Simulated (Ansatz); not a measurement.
A structure relaxed at PBE0-D4/def2-TZVP, charge 0, multiplicity 1:

Cartesian coordinates in Å:
```
F -1.631 0.727 0.718
B -0.322 0.551 0.609
B 0.330 -0.355 -0.663
Cl 0.602 -2.059 -0.402
H 0.356 1.061 1.465
H 0.665 0.074 -1.727
```

Give its formula and SMILES.

B2ClFH2, `FBBCl`.

Summarise the bond lengths by kind.

1 × B–F 1.325 Å; 1 × B–B 1.693 Å; 2 × B–H 1.195 to 1.205 Å; 1 × B–Cl 1.745 Å.

All numbers were calculated with Ansatz.
